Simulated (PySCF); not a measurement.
# Cs: electron affinity

Cs⁻ [Xe] 6s2 (1S) → Cs [Xe] 6s1 (2S), as a difference of total energies. All numbers are calculated (PySCF 2.14, scalar relativity by spin-free X2C-1e, in aug-cc-pwCVTZ-X2C with one added diffuse shell each of s, p, d, f type (12s11p9d5f, 125 functions)). Correlated levels: valence: [Xe] frozen. The calculations carry no spin-orbit coupling.

Order these methods by the electron affinity they give, lowest first.
A. UHF
B. SCS-MP2 (valence)
C. CCSD (valence)
D. MP2 (valence)

A (-0.065 eV), D (0.279 eV), B (0.348 eV), C (0.445 eV).

Errors of the correlated levels include the incompleteness of this basis and the frozen core.

A negative affinity means that the anion lies above the atom at that level of theory.

With two correlated electrons CCSD is exact in that space.

The coupled-cluster amplitudes are large for Cs⁻ (T1 above 0.03 or a double amplitude above 0.15), so a single reference is strained.

For comparison: 0.472 eV (measured; photodetachment measurements, as compiled on the Wikipedia data page of electron affinities).
